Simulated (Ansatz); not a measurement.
```yaml
crystal:
  periodic: [false, false, false]
  atoms:
    - {symbol: N, position_ang: [-0.734070, 0.872081, 1.039555]}
    - {symbol: Al, position_ang: [0.355096, -0.038340, 0.008942]}
    - {symbol: F, position_ang: [1.973653, 0.033174, 0.313266]}
    - {symbol: Te, position_ang: [-0.469086, -1.446704, -1.910082]}
    - {symbol: H, position_ang: [-0.434458, 1.438300, 1.816689]}
    - {symbol: H, position_ang: [-1.734790, 0.906511, 0.940514]}
    - {symbol: H, position_ang: [1.104954, -1.832923, -2.254484]}
basis:
  gaussian: {orbitals: def2-TZVP, fitting: {mean_field: cc-pVTZ-jkfit}}
total_charge: 1
magnetization: {spin_polarized: true, initial_magnetization: 1}
hamiltonian: {xc: {name: rPW86-PBE}}
```

```sh
$ ansatz run in.yaml --threads 2 --pin off --events-out ev --progress --plain --max-ram 4352MiB
```

Task: How does Ansatz answer? (Best estimate.)

Result: Ansatz gave: The program refused the input.
```
Functional definition: rPW86-PBE
Error: <dir> the basis set cc-pVTZ-JKFIT has no functions for Te
```
